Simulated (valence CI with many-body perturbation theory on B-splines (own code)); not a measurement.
# Energy levels of Dy16+

Method: configuration interaction combined with many-body perturbation theory (CI+MBPT): four valence electrons over a frozen Dirac-Fock core [Kr] 4d10, a basis of 7 s, 7 p, 7 d, 7 f, 4 g, 2 h functions for each j, with the one-electron correlation potential Σ1 (screened to all orders), the two-electron term Σ2, the three-electron term Σ3, Breit, model QED; selected single and double excitations, second order for the rest, scaled by the run's own slope (own B-spline code, finite nucleus).

No measured spectrum was set against this ion. As an estimate, terms of the open shell hold to a few per cent of their energy, and close levels can change places.

Levels 91 to 135 of 195, with energies above the lowest level, 4f4 5I_4. "Leading %" is the weight of the configuration and term that name the level; weights of strongly mixed levels are sums over their largest components and can fall short. Lifetimes count E1, E2, E3, M1 and M2 decay at the calculated energies, and are blank where another channel may lead or the interval is too uncertain; long ones can be off by a factor of two.

| No. | Configuration | Term | J | E (eV) | Leading % | Lifetime | Second component |
| --- | --- | --- | --- | --- | --- | --- | --- |
| 91 | 4f4 | 1D | 2 | 14.068 | 58 | 10.4 ms | 34 % 4f4 3D |
| 92 | 4f4 | 1G | 4 | 14.108 | 79 | 8.22 ms | 16 % 4f4 3G |
| 93 | 4f3 5s | 5I° | 7 | 14.420 | 97 | 11.3 ms |  |
| 94 | 4f4 | 3D | 3 | 14.891 | 62 | 14.6 ms | 36 % 4f4 1F |
| 95 | 4f3 5s | 3I° | 5 | 14.912 | 84 | 443 μs | 6 % 4f3 5s 5I° |
| 96 | 4f4 | 3D | 1 | 15.107 | 96 | 10.9 ms |  |
| 97 | 4f3 5s | 5I° | 8 | 15.111 | 96 | 6.91 ms |  |
| 98 | 4f4 | 3D | 2 | 15.266 | 50 | 8.40 ms | 28 % 4f4 1D |
| 99 | 4f3 5s | 5F° | 1 | 15.670 | 90 | 36.9 μs | 9 % 4f3 5s 3D° |
| 100 | 4f3 5s | 5F° | 2 | 15.912 | 88 | 40.4 μs | 7 % 4f3 5s 3D° |
| 101 | 4f3 5s | 3I° | 6 | 15.970 | 91 | 277 μs |  |
| 102 | 4f3 5s | 5F° | 3 | 16.276 | 93 | 41.2 μs |  |
| 103 | 4f4 | 1H | 5 | 16.386 | 78 | 10.7 ms | 17 % 4f4 3H |
| 104 | 4f3 5s | 3H° | 4 | 16.392 | 40 | 65.9 μs | 31 % 4f3 5s 5F° |
| 105 | 4f3 5s | 5F° | 5 | 16.444 | 31 | 76.4 μs | 28 % 4f3 5s 3G° |
| 106 | 4f4 | 1S | 0 | 16.492 | 86 | 4.75 ms | 13 % 4f4 3P |
| 107 | 4f3 5s | 5S° | 2 | 16.498 | 87 | 837 μs | 9 % 4f3 5s 3P° |
| 108 | 4f3 5s | 5F° | 4 | 16.741 | 59 | 45.3 μs | 31 % 4f3 5s 3H° |
| 109 | 4f3 5s | 3I° | 7 | 16.932 | 91 | 191 μs |  |
| 110 | 4f4 | 3F | 4 | 17.073 | 95 | 6.10 ms |  |
| 111 | 4f3 5s | 5G° | 2 | 17.153 | 96 | 43.2 μs |  |
| 112 | 4f4 | 3F | 2 | 17.226 | 90 | 7.07 ms | 6 % 4f4 3D |
| 113 | 4f3 5s | 5F° | 5 | 17.260 | 54 | 51.0 μs | 36 % 4f3 5s 3H° |
| 114 | 4f4 | 3F | 3 | 17.294 | 91 | 7.62 ms | 5 % 4f4 3D |
| 115 | 4f3 5s | 5G° | 3 | 17.315 | 73 | 38.1 μs | 22 % 4f3 5s 3G° |
| 116 | 4f4 | 3H | 6 | 17.686 | 60 | 6.79 ms | 39 % 4f4 1I |
| 117 | 4f3 5s | 3H° | 6 | 17.706 | 78 | 65.3 μs | 18 % 4f3 5s 5G° |
| 118 | 4f3 5s | 3F° | 2 | 17.720 | 76 | 27.9 μs | 10 % 4f3 5s 1D° |
| 119 | 4f3 5s | 5G° | 4 | 17.754 | 73 | 31.3 μs | 10 % 4f3 5s 3G° |
| 120 | 4f3 5s | 3G° | 3 | 17.838 | 54 | 25.4 μs | 22 % 4f3 5s 3F° |
| 121 | 4f4 | 3H | 4 | 17.898 | 97 | 6.79 ms |  |
| 122 | 4f4 | 3P | 2 | 17.937 | 95 |  |  |
| 123 | 4f3 5s | 3S° | 1 | 18.113 | 53 | 100 μs | 19 % 4f3 5s 3P° |
| 124 | 4f3 5s | 3K° | 6 | 18.275 | 95 | 68.4 μs |  |
| 125 | 4f4 | 3H | 5 | 18.317 | 80 | 10.2 ms | 19 % 4f4 1H |
| 126 | 4f4 | 1I | 6 | 18.348 | 59 | 6.11 ms | 39 % 4f4 3H |
| 127 | 4f3 5s | 5G° | 5 | 18.419 | 85 | 25.5 μs | 11 % 4f3 5s 3H° |
| 128 | 4f3 5s | 1H° | 5 | 18.440 | 60 | 43.9 μs | 19 % 4f3 5s 3H° |
| 129 | 4f3 5s | 3K° | 7 | 18.484 | 82 | 70.0 μs | 12 % 4f3 5s 1K° |
| 130 | 4f3 5s | 3G° | 4 | 18.501 | 58 | 34.6 μs | 17 % 4f3 5s 5G° |
| 131 | 4f3 5s | 3F° | 4 | 18.618 | 47 | 29.4 μs | 38 % 4f3 5s 1G° |
| 132 | 4f3 5s | 3F° | 3 | 18.637 | 63 | 23.2 μs | 26 % 4f3 5s 3G° |
| 133 | 4f4 | 3P | 1 | 18.890 | 98 |  |  |
| 134 | 4f3 5s | 3P° | 2 | 18.925 | 36 | 33.3 μs | 32 % 4f3 5s 3D° |
| 135 | 4f3 5s | 3K° | 8 | 19.033 | 86 | 45.2 μs | 7 % 4f3 5s 3L° |

Names give the largest LS component (configuration and term), which can be under half, so a name can repeat, a term be missing and a line seem to break the LS rules; names also repeat where a configuration has a term twice.

Where two levels of one J and parity lie close, their mixing, g and order are uncertain.
